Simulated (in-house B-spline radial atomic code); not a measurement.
**Fe2+: [Ne] 3s2 3p5 3d6 6f1 (an excited or competing configuration)**

Computed with a radial B-spline atomic code at the basis-set limit: Dirac-Hartree-Fock, average of configuration, Fermi nucleus of rms radius 3.7377 fm.

Effective charges: Z_r = [3n² - l(l+1)]/(2<r>) from the radius, Z_e = n√(-2ε) from the energy, and Slater's rules. Values are occupation-weighted means over j.

```tsv
shell	electrons	ε (eV)	<r> (bohr)	Z_r	Z_e	Slater
1s	2	-7220.4	0.05841	25.68	23.04	25.70
2s	2	-922.14	0.265	22.64	16.47	21.85
2p	6	-788	0.2351	21.27	15.22	21.85
3s	2	-150.39	0.8034	16.80	9.97	15.10
3p	5	-111.81	0.8436	14.82	8.60	15.10
3d	6	-51.355	0.9743	10.78	5.83	7.25
6f	1	-3.4221	15.86	3.03	3.01	3.00
```

The least bound orbital is 6f5/2 at -3.422 eV, and it is also the most diffuse (<r> = 15.86 bohr).

Spin-orbit splittings of the orbital energies (j = l + 1/2 above j = l - 1/2 when positive): 2p 12.71 eV, 3p 1.669 eV, 3d 0.1766 eV, 6f -8.858e-05 eV.

For the 1s electron the small component carries 0.875 % of the norm, the zero-frequency Breit interaction raises the level by 8.335 eV, self-energy by 4.123 eV, and vacuum polarisation lowers it by 0.3514 eV.
